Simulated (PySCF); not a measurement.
# A small calculation by hand: entropy of an ideal gas

Ga(H)(F)(NH2) (FGaH3N), SMILES [NH2][GaH][F].

Geometry: ωB97X-D3(BJ)/def2-TZVP. Other conformers were not sampled.

ωB97X-D3(BJ)/def2-TZVP (PySCF) gives the harmonic wavenumbers 185, 237, 389, 522, 581, 675, 736, 759, 1569, 2094, 3633, 3735 cm⁻¹ and the rotational temperatures 0.8548, 0.3020, 0.2232 K. The molar mass is 105.75 g/mol, the symmetry number 1, the spin multiplicity 1.

Problem. Work out the entropy at 298.15 K and 1 atm in the rigid-rotor, harmonic-oscillator model.

Solution. 
Translation (Sackur–Tetrode at 1 atm): S = R[1.5 ln M + 2.5 ln T − 1.16487] = 166.9 J/(mol K).
Rotation: q = (√π/σ) T^1.5/√(θA θB θC) = 38000, S = R[ln q + 3/2] = 100.2 J/(mol K).
Vibration: with u = 1.4388 ν/T, each mode gives R[u/(e^u − 1) − ln(1 − e^−u)]:
```tsv
ν (cm⁻¹)	modes	u	S (J/(mol K))
185	1	0.89	9.53
237	1	1.14	7.64
389	1	1.88	4.20
522	1	2.52	2.53
581	1	2.80	2.02
675	1	3.26	1.41
736	1	3.55	1.11
759	1	3.66	1.02
1569	1	7.57	0.04
```
The stiffer modes add less than 0.005 each. Sum 29.5 J/(mol K).
Spin: R ln 1 = 0.0 J/(mol K).
Total 296.5 J/(mol K); the program's own thermochemistry gives 296.5. Translation makes up 56 % and vibration 10 %. Anharmonicity, hindered rotation and orbital degeneracy are left out.
